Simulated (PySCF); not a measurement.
**Steps of a relaxation of [Pr(H2O)5]3+**

[Pr(H2O)5]3+ (singlet in the valence; each metal's 4f electrons, 2 of them, lie in its core potential, out of spins and levels; a saddle point, relaxed within its symmetry). PySCF 2.14.0, RKS r2SCAN, Pr lcecp-1-SVP with ECP48, O def2-SVP, H def2-SVP; non-relativistic Hamiltonian with scalar-relativistic core potentials where named; density fitting; no spin-orbit coupling. Origin of the start: template. Columns: position (Å) and force (eV/Å). Energies are counted from the last step; some of the 16 steps are shown. Forces carry noise of the integration grid, about 0.01 to 0.03 eV/Å.

Run from Python with OMP_NUM_THREADS=4. Where DIIS fails, smearing, a level shift and second-order steps follow.
It took 78 s on 4 threads of AMD EPYC 9R45 96-Core Processor (Zen 5) (shared host), from the converged density of the start.

```xyz
16
step 0  E = 0.232 eV
Pr    0.0000    0.0000    0.0000     0.00    0.00    0.00
O     0.0000    0.0000    2.5350    -0.04    0.00   -1.22
H     0.0000    0.7700    3.1250     0.00    0.29    0.37
H     0.0000   -0.7700    3.1250     0.00   -0.29    0.37
O     0.0000    0.0000   -2.5350    -0.04    0.00    1.22
H     0.0000   -0.7700   -3.1250     0.00   -0.29   -0.37
H     0.0000    0.7700   -3.1250     0.00    0.29   -0.37
O     2.5350    0.0000    0.0000    -1.37    0.00    0.00
H     3.1250   -0.7700    0.0000     0.37   -0.32    0.00
H     3.1250    0.7700    0.0000     0.37    0.32    0.00
O    -1.2675    2.1954    0.0000     0.77   -1.17    0.00
H    -0.8957    3.0913    0.0000     0.08    0.51    0.00
H    -2.2293    2.3213    0.0000    -0.51    0.15    0.00
O    -1.2675   -2.1954    0.0000     0.77    1.17    0.00
H    -2.2293   -2.3213    0.0000    -0.51   -0.15    0.00
H    -0.8957   -3.0913    0.0000     0.08   -0.51    0.00
```

```xyz
16
step 5  E = 0.024 eV
Pr    0.0076    0.0000    0.0000     0.02    0.00    0.00
O    -0.0297    0.0000    2.4588    -0.03    0.00   -0.02
H    -0.0311    0.7671    3.0688     0.00    0.02    0.02
H    -0.0311   -0.7671    3.0688     0.00   -0.02    0.02
O    -0.0297    0.0000   -2.4588    -0.03    0.00    0.02
H    -0.0311   -0.7671   -3.0688     0.00   -0.02   -0.02
H    -0.0311    0.7671   -3.0688     0.00    0.02   -0.02
O     2.4388    0.0000    0.0000     0.00    0.00    0.00
H     3.0495   -0.7685    0.0000     0.01   -0.01    0.00
H     3.0495    0.7685    0.0000     0.01    0.01    0.00
O    -1.1866    2.1208    0.0000     0.02    0.01    0.00
H    -0.8343    3.0373    0.0000     0.01    0.02    0.00
H    -2.1597    2.2569    0.0000    -0.01    0.00    0.00
O    -1.1866   -2.1208    0.0000     0.02   -0.01    0.00
H    -2.1597   -2.2569    0.0000    -0.01    0.00    0.00
H    -0.8343   -3.0373    0.0000     0.01   -0.02    0.00
```

```xyz
16
step 10  E = 0.012 eV
Pr    0.0636    0.0000    0.0000     0.00    0.00    0.00
O    -0.2117    0.0000    2.4564     0.00    0.00   -0.01
H    -0.2656    0.7674    3.0659     0.00   -0.02   -0.05
H    -0.2656   -0.7674    3.0659     0.00    0.02   -0.05
O    -0.2117    0.0000   -2.4564     0.00    0.00    0.01
H    -0.2656   -0.7674   -3.0659     0.00    0.02    0.05
H    -0.2656    0.7674   -3.0659     0.00   -0.02    0.05
O     2.4849    0.0000    0.0000     0.03    0.00    0.00
H     3.0961   -0.7690    0.0000     0.01    0.00    0.00
H     3.0961    0.7690    0.0000     0.01    0.00    0.00
O    -1.0130    2.1835    0.0000    -0.04    0.00    0.00
H    -0.6326    3.0895    0.0000     0.01   -0.02    0.00
H    -1.9818    2.3469    0.0000     0.01    0.03    0.00
O    -1.0130   -2.1835    0.0000    -0.04    0.00    0.00
H    -1.9818   -2.3469    0.0000     0.01   -0.03    0.00
H    -0.6326   -3.0895    0.0000     0.01    0.02    0.00
```

Where does the relaxation end?

It converges at step 15 in C2v:
```xyz
16
step 15  E = 0
Pr    0.1236    0.0000    0.0000
O    -0.4175    0.0000    2.3918
H    -0.5430    0.7690    2.9873
H    -0.5430   -0.7690    2.9873
O    -0.4175    0.0000   -2.3918
H    -0.5430   -0.7690   -2.9873
H    -0.5430    0.7690   -2.9873
O     2.5524    0.0000    0.0000
H     3.1649   -0.7681    0.0000
H     3.1649    0.7681    0.0000
O    -0.8337    2.2482    0.0000
H    -0.3802    3.1196    0.0000
H    -1.7855    2.4906    0.0000
O    -0.8337   -2.2482    0.0000
H    -1.7855   -2.4906    0.0000
H    -0.3802   -3.1196    0.0000
```

How did the contacts change?


| contact | start (Å) | end (Å) |
| --- | --- | --- |
| Pr1–O2 (H2O) | 2.535 | 2.452 |
| Pr1–O5 (H2O) | 2.535 | 2.452 |
| Pr1–O8 (H2O) | 2.535 | 2.429 |
| Pr1–O11 (H2O) | 2.535 | 2.444 |
| Pr1–O14 (H2O) | 2.535 | 2.444 |


An lcecp potential fixes the number of 4f electrons, so in runs with it no electron can move into or out of that shell.
